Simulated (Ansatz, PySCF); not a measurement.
Energy difference 1.5 R1 → P1, each structure at its B3LYP-D3(BJ)/def2-TZVP stationary point, reached from a drawn start (curvature not checked).
R1: O2 (SMILES O=O), charge 0, multiplicity 3.
P1: O3 (SMILES O=[O+][O-]), charge 0, multiplicity 1.

P less R. No zero-point or thermal terms; singlets are restricted closed shells; open shells are unrestricted; no spin–orbit coupling.

Frozen-core correlation throughout. CBS(a, b) extrapolates the correlation energy as X⁻³ and adds the Hartree–Fock energy of set b.

Programs: Ansatz (an electronic-structure program); PySCF for the D3/D4 terms. No computed number here is a measurement.

```
level                          reaction energy (eV)
-----------------------------  --------------------
HF/cc-pVDZ                                    4.648
revPBE/def2-TZVPP                             1.509
B3LYP/def2-TZVPP                              1.970
B3LYP-D3(BJ)/def2-TZVPP                       1.954
BHLYP-D4/def2-TZVPP                           2.765
wB97M-V/def2-TZVPP                            1.997
CCSD/cc-pVTZ                                  2.185
CCSD(T)/cc-pVDZ                                   …
CCSD(T)/CBS(cc-pVTZ, cc-pVQZ)                     …
```

Q: Complete the blanks.

A: 
- CCSD(T)/cc-pVDZ, reaction energy (eV): 1.919
- CCSD(T)/CBS(cc-pVTZ, cc-pVQZ), reaction energy (eV): 1.553

Doubts at one or more of the structures used: other coupled-cluster roots may lie near (CCSD/cc-pVTZ, CCSD(T)/cc-pVDZ, CCSD(T)/CBS(cc-pVTZ, cc-pVQZ)).
